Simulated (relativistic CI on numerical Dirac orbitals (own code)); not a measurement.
# One change at a time: Er⁴⁷⁺

Base calculation: Dirac-Coulomb-Breit CI, KLI orbitals optimised for each configuration, a model potential for QED, unscaled Slater integrals.

CI space (outside the closed core [Ne]): 3s²3p⁶3d³, 3s²3p⁵3d⁴, 3s3p⁶3d⁴, 3s²3p⁶3d²4s, 3s²3p⁶3d²4p, 3s²3p⁶3d²4d, 3s²3p⁵3d³4s, 3s²3p⁶3d²4f, 3s²3p⁵3d³4p, 3s3p⁶3d³4s, 3p⁶3d⁴4p, 3s3p⁶3d³4p, 3s²3p⁶3d4s4p, 3s²3p⁶3d²5s, 3s3p⁶3d³4d, 3s²3p⁶3d²5p, 3s²3p⁶3d4p4d, 3s²3p⁶3d²5f, 3s3p⁶3d²4s4p, 3p⁶3d⁵, 3p⁵3d⁶, 3p⁵3d⁵4s, 3p⁶3d⁴4s, 3p⁵3d⁴4s², 3s²3p⁶3d4s², 3s²3p⁶4s²4p, 3s²3p⁶4s²4d, 3s²3p⁶3d4p², 3s²3p⁶4s4p², 3s²3p⁶4p³, 3s²3p⁶4p²4d, 3s²3p⁵3d4s4p². Double excitations out of closed p, d and f shells are left out; levels of such configurations are missing from the list, as are those of other unlisted configurations, and high levels can miss mixing partners. These lack a partner that the ground configuration has and come out too high: 3s²3p⁵3d³4p.

Variants: (1) configuration mixing switched off; (2) non-relativistic limit. Shifts of the energy above 3s²3p⁶3d³ ⁴F3/2, in cm⁻¹, for the lowest level and the first level of each name with at least 55 % of one term (blank where a level changes its place among those of its configuration and J or its character, or is not in the variant):

```csv
Level,Base,Δ(1),Δ(2)
3s²3p⁶3d³ ⁴F3/2,0,0,0
3s²3p⁶3d³ ⁴F5/2,334003,-807,-334003
3s²3p⁶3d³ ⁴P1/2,424174,+1441,-321561
3s²3p⁶3d³ ⁴F7/2,737024,-928,
3s²3p⁶3d³ ²P1/2,831717,+1191,-684580
3s²3p⁶3d³ ²H11/2,841176,-2723,-690385
3s²3p⁶3d³ ²F7/2,914954,+1531,-662710
3s²3p⁶3d³ ²D3/2,1057316,+1120,-899945
```

At this charge energies of transitions that change n are usually good to better than 1 %, and those within a shell (Δn = 0) to a few per cent.

Ionisation energy from the two ground configurations alone: base 4037.82 eV. The NIST ASD value (theoretical) is 4038 eV.

LS names give the leading component of a level, which can be under half, so a name can repeat, a term be missing and a line seem to break the LS rules.
